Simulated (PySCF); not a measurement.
How methods differ on the ionisation energy of Dy⁴¹⁺

Dy⁴¹⁺ [Ar] 3d7 (4F) → Dy⁴²⁺ [Ar] 3d6 (5D), as a difference of total energies. Calculation: PySCF 2.14, in an even-tempered Gaussian basis (18 s from 7.7 bohr⁻², ratio 2.5; 13 p from 10 bohr⁻², ratio 2.5; 8 d from 10 bohr⁻², ratio 2.5; 4 f from 41 bohr⁻², ratio 2.7; 3 g from 62 bohr⁻², ratio 2.7); scalar relativity by spin-free X2C-1e. Correlated levels: outer shells: [Ne] frozen; virtual orbitals above 40 to 60 times the deepest correlated orbital energy dropped. The calculations carry no spin-orbit coupling.

```json
{"method": "UHF", "ionisation energy (eV)": "3225.3"}
{"method": "LDA", "ionisation energy (eV)": "3225.2"}
{"method": "PBE", "ionisation energy (eV)": "3226.1"}
{"method": "PBE0", "ionisation energy (eV)": "3226.4"}
{"method": "r2SCAN", "ionisation energy (eV)": "3227.8"}
{"method": "PW91", "ionisation energy (eV)": "3226.8"}
{"method": "M06-2X", "ionisation energy (eV)": "3225.7"}
{"method": "MP2 (outer shells)", "ionisation energy (eV)": "3226.5"}
{"method": "SCS-MP2 (outer shells)", "ionisation energy (eV)": "3226.7"}
```

Spin-orbit coupling is strong in these open shells (close to jj coupling). The scalar numbers leave it out and a first-order estimate fails, so it can dominate the gap to the real levels.

Breit and QED terms and the two-electron picture change are absent.

For comparison: 3217 ± 4 eV (theoretical estimate listed by NIST; NIST Atomic Spectra Database, ionization energies).
